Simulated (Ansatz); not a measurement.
Al2Cu (the lowest doublet isomer of a short search) was relaxed with PBE0-D4 (def2-TZVP) in Ansatz in these states: charge +1 singlet, neutral doublet, neutral quartet. The geometries follow in no particular order.

A:

| atom | x (Å) | y (Å) | z (Å) |
| --- | --- | --- | --- |
| Al1 | -1.1553 | 0.4113 | -0.8958 |
| Al2 | 1.4912 | 0.1456 | -0.2482 |
| Cu3 | -0.3359 | -0.5569 | 1.1440 |

B:

```xyz
3

Al    0.787    1.006    0.647
Al    0.151   -0.291   -1.393
Cu   -0.937   -0.714    0.746
```

C:

```xyz
3

Al   -1.268    0.692    0.543
Al    1.375   -0.052    0.697
Cu   -0.108   -0.640   -1.240
```

Problem. Judge from the bond lengths which geometry belongs to which state (an estimate).

Solution. A is the neutral quartet (Al1–Al2 2.737 Å, Al2–Cu3 2.402 Å, Al1–Cu3 2.402 Å); B is the neutral doublet (Al1–Al2 2.499 Å, Al2–Cu3 2.437 Å, Al1–Cu3 2.437 Å); C is the charge +1 singlet (Al1–Al2 2.750 Å, Al2–Cu3 2.510 Å, Al1–Cu3 2.510 Å).
